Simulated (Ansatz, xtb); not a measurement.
C3H10GeO2: which of two isomers lies lower

We compare I, `CC[O][GeH2][O]C`, a singlet, with II, `C[O][GeH]([CH3])[O]C`, a singlet. Both are isolated molecules in the gas phase, relaxed with PBE-D3(BJ)/def2-SVP, each in the lowest conformer that the search found.

I (Å):

```xyz
16

C     0.6915   -0.1422    3.3094
C     0.8789   -0.7637    1.9357
C    -1.2527   -0.4599   -1.5229
Ge    1.3865   -0.1579   -0.7329
O     1.0309    0.2799    0.9749
O     0.0118   -1.0913   -1.4226
H     1.5690    0.4794    3.5778
H    -0.2050    0.5096    3.3202
H     0.5651   -0.9265    4.0829
H     0.0030   -1.4073    1.6817
H     1.7736   -1.4345    1.9383
H     1.5323    1.2144   -1.4353
H     2.5747   -1.1458   -0.8233
H    -1.2193    0.4784   -2.1275
H    -1.6821   -0.2025   -0.5269
H    -1.9519   -1.1600   -2.0265
```

II (Å):

```xyz
16

C    -1.2130    1.0659    1.4195
C     0.7334    0.0145   -1.3346
C    -3.3524   -1.3236   -0.9810
Ge   -1.1793    0.3808   -1.2724
O    -1.6322    1.4362    0.1201
O    -1.9407   -1.2365   -1.0359
H    -1.6399    1.7904    2.1452
H    -0.1027    1.0887    1.5394
H    -1.5605    0.0470    1.7114
H    -1.8206    1.1155   -2.4782
H     0.9822   -0.5246   -2.2688
H     1.0163   -0.6200   -0.4732
H     1.3067    0.9606   -1.2975
H    -3.7822   -0.7747   -0.1108
H    -3.6341   -2.3934   -0.8832
H    -3.8453   -0.9280   -1.9018
```

Question: Estimate which is lower in electronic energy at CCSD(T)/def2-SVP + ΔMP2/def2-TZVPP, and by roughly how much.

Answer: The CCSD(T)/def2-SVP + ΔMP2/def2-TZVPP calculation puts structure II lower, by 7.1 kcal/mol.

Level by level:

| level | geometry | E(II) − E(I) (kcal/mol) | departure from the last row (kcal/mol) | job, with rough time for the two |
| --- | --- | --- | --- | --- |
| GFN2-xTB | GFN2-xTB | +5.2 | +12.3 | optimisation, 0.35 s |
| HF/STO-3G | GFN2-xTB | −6.0 | +1.1 | single point, 0.48 s |
| r2SCAN-D4/def2-SVP | GFN2-xTB | −5.9 | +1.2 | single point, 4.4 s |
| PBE-D3(BJ)/def2-SVP | PBE-D3(BJ)/def2-SVP | −4.8 | +2.3 | optimisation, 47 s |
| HF/def2-SVP | PBE-D3(BJ)/def2-SVP | −4.2 | +2.9 | part of the CCSD(T) run |
| MP2/def2-SVP | PBE-D3(BJ)/def2-SVP | −4.6 | +2.5 | part of the CCSD(T) run |
| CCSD(T)/def2-SVP | PBE-D3(BJ)/def2-SVP | −3.9 | +3.2 | single point |
| CCSD(T)/def2-SVP + ΔMP2/def2-TZVPP | PBE-D3(BJ)/def2-SVP | −7.1 |  | single point, 93 s |

As drawn, II has 1 C–Ge, 1 C–H in place of 1 C–C, 1 Ge–H.

GFN2-xTB puts the two in the other order. The largest departure from CCSD(T)/def2-SVP + ΔMP2/def2-TZVPP is that of GFN2-xTB, 12.3 kcal/mol. The last row adds to CCSD(T) the change of the MP2 difference between the two basis sets, here −3.2 kcal/mol, a large step that makes the value less sure.

With thermal terms from frequencies at re-optimised GFN2-xTB minima (ideal gas, soft modes damped towards free rotors, one conformer each, 298.15 K, 1 atm): on the last row, ΔE + ΔZPE = −7.1, ΔH = −6.5, ΔG = −7.9 kcal/mol.

The correlated steps freeze 14 core orbitals; the filled d shell of Ge is correlated, in a basis made for valence electrons. Programs: Ansatz 0.2.0, xtb 6.7.1; the last row on 4 threads of Arm Neoverse V2 on a shared host.
